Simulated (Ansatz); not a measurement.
O2Zr (SMILES [O]=[Zr]=[O]) moved off its minimum; all values from Ansatz (an electronic-structure program), cores frozen in correlated methods. Elements past Kr take the def2 small-core potentials, without spin–orbit coupling.
(charge 0, multiplicity 1)
```xyz
3

Zr     0.2255    -0.1581     0.2059
O      0.6288     0.5288    -1.3488
O     -1.5710     0.1878     0.4790
```

**Question.** Give the forces (eV/Å), the total energy and the dipole at CCSD(T)/def2-TZVPPD.

**Answer.** 
```
atom      Fx      Fy      Fz
----  ------  ------  ------
Zr1   -2.269  -0.107   1.408
O2     0.520   0.525  -1.301
O3     1.749  -0.418  -0.108
```
Energy -196.9679 hartree, dipole 8.28 D.
